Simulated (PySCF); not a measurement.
Si₄H₁₀.
Atom-mapped SMILES: `[SiH3:1][SiH:2]([SiH3:3])[SiH3:4]` (hydrogens: H5, H6, H7 on Si1; H8 on Si2; H9, H10, H11 on Si3; H12, H13, H14 on Si4)

The calculation used TDDFT B3LYP/def2-SVPD, vertical, gas phase, core orbitals frozen in the response in PySCF. Geometry: GFN2-xTB; no solvent, vibrations or thermal averaging.

| state | E (eV) | E (kJ/mol) | λ (nm) | f | \|μ\| (D) | symmetry | main configurations (H = HOMO, L = LUMO) |
| --- | --- | --- | --- | --- | --- | --- | --- |
| S1 | 6.57 | 634 | 188.7 | 0.031 | 1.12 | E | H-1/H→L (≥75%) |
| S2 | 6.57 | 634 | 188.7 | 0.031 | 1.12 | E | H-1/H→L (≥74%), H-1/H→L+1/L+2 (≥9%) |
| S3 | 6.59 | 636 | 188.1 | 0.0000 | 0.04 | – | H-1/H→L+1/L+2 (≥92%) |
| S4 | 6.65 | 642 | 186.4 | 0.0037 | 0.39 | A1 | H-1/H→L+1/L+2 (≥93%) |
| S5 | 7.06 | 682 | 175.5 | 0.201 | 2.74 | E | H-1/H→L+1/L+2 (≥55%), H-1/H→L+3 (≥9%) |
| S6 | 7.07 | 682 | 175.5 | 0.202 | 2.75 | E | H-1/H→L+1/L+2 (≥56%), H-1/H→L+3 (≥9%) |
| S7 | 7.15 | 690 | 173.4 | 0.063 | 1.52 | E | H-1/H→L+3 (≥68%), H-2→L+1/L+2 (≥9%) |
| S8 | 7.15 | 690 | 173.3 | 0.060 | 1.49 | E | H-1/H→L+3 (≥69%), H-2→L+1/L+2 (≥9%) |

Triplets, Tamm–Dancoff:

| state | E (eV) | λ (nm) | main configurations (H = HOMO, L = LUMO) |
| --- | --- | --- | --- |
| T1 | 5.91 | 209.8 | H-1/H→L (≥64%), H-1/H→L+1/L+2 (≥16%) |
| T2 | 5.91 | 209.8 | H-1/H→L (≥63%), H-1/H→L+1/L+2 (≥16%) |

The lowest singlet level (S1/S2) comes at 189 nm (634 kJ/mol) in the vacuum ultraviolet; it is of moderate strength. The strongest level in the table is S5/S6 at 7.06 eV (175 nm, f = 0.403 summed). S1/S2, S5/S6 and S7/S8 lie within about 0.01 eV of each other in each set; the point group C3v has degenerate representations, and within a degenerate level the listed configurations can mix freely. Löwdin shares by element: HOMO (one of a set within 0.03 eV) silicon 72% or more, hydrogen 5% or more (atoms not listed hold the other 23%); LUMO silicon 68% (atoms not listed hold the other 32%). Of the 8 states listed, 6 reach f = 0.01 and 1 stays under 0.0005. Weighted by f, the mean energy of these states is 7.03 eV. The oscillator strengths of these states sum to 0.593; summed over the whole spectrum of an exact calculation they would give the number of electrons, 66 (Thomas–Reiche–Kuhn). Symmetry labels in C3v follow from the direction of the transition dipole and are given only for states with f of 0.002 or more. Orbitals of the list HOMO-3 to LUMO+2 that lie within 0.01 eV of each other are written together with a slash and their weights summed (≥ marks a lower bound); for degenerate orbitals outside that list single weights are arbitrary. Singlets were solved by full linear response, triplets in the Tamm–Dancoff approximation.
